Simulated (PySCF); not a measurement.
C6H13 (SMILES C[CH]CC(C)C), doublet, geometry from GFN2-xTB; MP2/STO-3G (PySCF).

Here is a job for PySCF.
```python
from pyscf import gto, scf, mp

mol = gto.M(
    atom='''
C     2.410490   -0.321703    0.913715
C     1.571520   -0.250790   -0.300654
C     0.409670    0.648663   -0.436891
C    -0.942979   -0.107182   -0.476174
C    -2.082823    0.865761   -0.760642
C    -1.179642   -0.841080    0.839373
H     2.008088    0.305953    1.705716
H     2.490096   -1.348025    1.285833
H     3.436383    0.006202    0.707449
H     1.798666   -0.918673   -1.115405
H     0.385182    1.361586    0.390127
H     0.483762    1.215552   -1.373908
H    -0.895547   -0.843465   -1.285779
H    -3.033130    0.337344   -0.800074
H    -2.142742    1.619184    0.022404
H    -1.932649    1.370977   -1.712389
H    -1.233363   -0.133168    1.664163
H    -2.113798   -1.397768    0.803965
H    -0.368363   -1.537707    1.035537
''',
    basis='sto-3g',
    charge=0,
    spin=1,
    verbose=4,
)

mf = scf.UHF(mol)
mf.kernel()

pt = mp.MP2(mf, frozen=6)
pt.kernel()
print('E(MP2) = %.10f' % pt.e_tot)
```

What the program printed (banner, timings and long lists left out):

```
PySCF version 2.14.0

[INPUT] verbose = 4
[INPUT] num. atoms = 19
[INPUT] num. electrons = 49
[INPUT] charge = 0
[INPUT] spin (= nelec alpha-beta = 2S) = 1
[INPUT] symmetry False subgroup None
[INPUT] Mole.unit = angstrom
[INPUT] Symbol           X                Y                Z      unit          X                Y                Z       unit  Magmom
[INPUT]  1 C      2.410490000000  -0.321703000000   0.913715000000 AA    4.555165926003  -0.607930563451   1.726671105907 Bohr   0.0
[INPUT]  2 C      1.571520000000  -0.250790000000  -0.300654000000 AA    2.969742399276  -0.473924414780  -0.568153718255 Bohr   0.0
[INPUT]  3 C      0.409670000000   0.648663000000  -0.436891000000 AA    0.774164101451   1.225795417139  -0.825604336287 Bohr   0.0
[INPUT]  4 C     -0.942979000000  -0.107182000000  -0.476174000000 AA   -1.781972051216  -0.202544625483  -0.899838447639 Bohr   0.0
[INPUT]  5 C     -2.082823000000   0.865761000000  -0.760642000000 AA   -3.935965035945   1.636051179330  -1.437405058841 Bohr   0.0
[INPUT]  6 C     -1.179642000000  -0.841080000000   0.839373000000 AA   -2.229200305034  -1.589410848849   1.586185086355 Bohr   0.0
[INPUT]  7 H      2.008088000000   0.305953000000   1.705716000000 AA    3.794736354026   0.578167376989   3.223336086289 Bohr   0.0
[INPUT]  8 H      2.490096000000  -1.348025000000   1.285833000000 AA    4.705599463875  -2.547398059067   2.429872211928 Bohr   0.0
[INPUT]  9 H      3.436383000000   0.006202000000   0.707449000000 AA    6.493822729111   0.011720081425   1.336884857097 Bohr   0.0
[INPUT] 10 H      1.798666000000  -0.918673000000  -1.115405000000 AA    3.398986129567  -1.736040368033  -2.107809967970 Bohr   0.0
[INPUT] 11 H      0.385182000000   1.361586000000   0.390127000000 AA    0.727888488112   2.573024635042   0.737233183798 Bohr   0.0
[INPUT] 12 H      0.483762000000   1.215552000000  -1.373908000000 AA    0.914177689472   2.297060370167  -2.596309840349 Bohr   0.0
[INPUT] 13 H     -0.895547000000  -0.843465000000  -1.285779000000 AA   -1.692338561676  -1.593917845656  -2.429770166717 Bohr   0.0
[INPUT] 14 H     -3.033130000000   0.337344000000  -0.800074000000 AA   -5.731785000202   0.637487769765  -1.511920739385 Bohr   0.0
[INPUT] 15 H     -2.142742000000   1.619184000000   0.022404000000 AA   -4.049195535603   3.059814305278   0.042337424095 Bohr   0.0
[INPUT] 16 H     -1.932649000000   1.370977000000  -1.712389000000 AA   -3.652177304915   2.590771053078  -3.235946228718 Bohr   0.0
[INPUT] 17 H     -1.233363000000  -0.133168000000   1.664163000000 AA   -2.330718282172  -0.251651048556   3.144812296635 Bohr   0.0
[INPUT] 18 H     -2.113798000000  -1.397768000000   0.803965000000 AA   -3.994499302653  -2.641398705681   1.519273663736 Bohr   0.0
[INPUT] 19 H     -0.368363000000  -1.537707000000   1.035537000000 AA   -0.696105184423  -2.905845089827   1.956881321854 Bohr   0.0

nuclear repulsion = 247.10355695537
number of shells = 31
number of NR pGTOs = 129
number of NR cGTOs = 43
basis = sto-3g
ecp = {}

******** <class 'pyscf.scf.uhf.UHF'> ********
method = UHF
initial guess = minao
damping factor = 0
level_shift factor = 0
DIIS = <class 'pyscf.scf.diis.CDIIS'>
diis_start_cycle = 1
diis_space = 8
diis_damp = 0
SCF conv_tol = 1e-09
SCF conv_tol_grad = None
SCF max_cycles = 50
direct_scf = True
direct_scf_tol = 1e-13
number electrons alpha = 25  beta = 24
Set gradient conv threshold to 3.16228e-05
init E= -232.916433452124

cycle= 1 E= -231.933990584264  delta_E= 0.982  |g|= 0.212  |ddm|= 3.52
cycle= 2 E= -231.978388846462  delta_E= -0.0444  |g|= 0.0648  |ddm|= 0.384
cycle= 3 E= -231.983381938786  delta_E= -0.00499  |g|= 0.0176  |ddm|= 0.145
cycle= 4 E= -231.983776329675  delta_E= -0.000394  |g|= 0.0089  |ddm|= 0.0323
cycle= 5 E= -231.983919338844  delta_E= -0.000143  |g|= 0.00255  |ddm|= 0.0285
cycle= 6 E= -231.98393137867  delta_E= -1.2e-05  |g|= 0.000873  |ddm|= 0.00829
cycle= 7 E= -231.983932835423  delta_E= -1.46e-06  |g|= 0.000386  |ddm|= 0.00263
cycle= 8 E= -231.983933160421  delta_E= -3.25e-07  |g|= 0.000135  |ddm|= 0.00139
cycle= 9 E= -231.983933197904  delta_E= -3.75e-08  |g|= 3.86e-05  |ddm|= 0.000509
cycle= 10 E= -231.983933200486  delta_E= -2.58e-09  |g|= 1.83e-05  |ddm|= 0.000114
cycle= 11 E= -231.98393320114  delta_E= -6.54e-10  |g|= 7.4e-06  |ddm|= 5.91e-05
Extra cycle  E= -231.98393320121  delta_E= -7.07e-11  |g|= 4.95e-06  |ddm|= 1.23e-05
converged SCF energy = -231.98393320121  <S^2> = 0.76603526  2S+1 = 2.0159715

******** <class 'pyscf.mp.ump2.UMP2'> ********
nocc = (np.int64(19), np.int64(18)), nmo = (37, 37)
frozen orbitals 6
E(UMP2) = -232.275421869695  E_corr = -0.291488668484971
E(SCS-UMP2) = -232.307012295179  E_corr = -0.323079093968926
E_corr(same-spin) = -0.0308161248611983
E_corr(oppo-spin) = -0.260672543623772
E(MP2) = -232.2754218697
```
